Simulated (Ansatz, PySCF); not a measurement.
trifluoro(methoxy)methane (C2H3F3O), SMILES COC(F)(F)F.

Coordinates come from a PBE0-D3(BJ)/def2-SVP optimisation.

Vertical ionisation energy (IE) and electron affinity (EA) in eV. Rows of orbital energies are one-electron estimates. Where ΔSCF, EOM or ADC give a negative EA the extra electron is unbound and the value depends on the basis.

```tsv
level	IE	EA
−ε(HOMO), −ε(LUMO), M06-2X/def2-TZVP (PySCF)	___	___
−ε(HOMO), −ε(LUMO), PBE/def2-TZVP (PySCF)	7.66	-0.66
ΔSCF, CAM-B3LYP/def2-TZVPD (Ansatz), final states of multiplicity 2 and 2	12.18	-1.22
ΔSCF, PBE/def2-TZVPD (Ansatz), final states of multiplicity 2 and 2	11.60	-1.02
```

Problem. Fill in the missing entries. (The exact figures need the calculation; the answer reports its results.)

Solution. 
- −ε(HOMO), −ε(LUMO), M06-2X/def2-TZVP (PySCF), IE: 11.13
- −ε(HOMO), −ε(LUMO), M06-2X/def2-TZVP (PySCF), EA: -2.07

Problem. What vertical singlet–triplet gap does ΔSCF give with CAM-B3LYP/def2-TZVPD (Ansatz, a quantum-chemistry and plane-wave program) and with PBE/def2-TZVPD (Ansatz)? (Estimate from the structure and the level; the computed values follow.)

Solution. 8.79 and 8.06 eV (triplet above singlet where positive).
